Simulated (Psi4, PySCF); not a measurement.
Here is a job for Psi4.
```
memory 2 GB

molecule {
0 1
Cl   -0.00000000   -0.00000000   -1.00842595
Cl    0.00000000    0.00000000    1.00842595
}

set {
  basis cc-pvtz
  scf_type pk
  puream true
  d_convergence 1e-8
  dft_radial_points 99
  dft_spherical_points 590
}

energy('pbe0')
print_variables()
```

**Question.** Convert this to an input for PySCF.

**Answer.** This is not unique; one that fits is 
```python
from pyscf import gto, scf, dft

mol = gto.Mole()
mol.atom = '''
    Cl   -0.000000   -0.000000   -1.008426
    Cl    0.000000    0.000000    1.008426
'''
mol.basis = 'cc-pvtz'
mol.charge = 0
mol.spin = 0
mol.verbose = 3
mol.build()

mf = dft.RKS(mol)
mf.xc = 'pbe0'
mf.grids.atom_grid = (99, 590)
mf.grids.prune = None
mf.kernel()
```

Both were run: Psi4 gave -920.102544 Eh and PySCF -920.102544 Eh, 0.000 mEh apart.
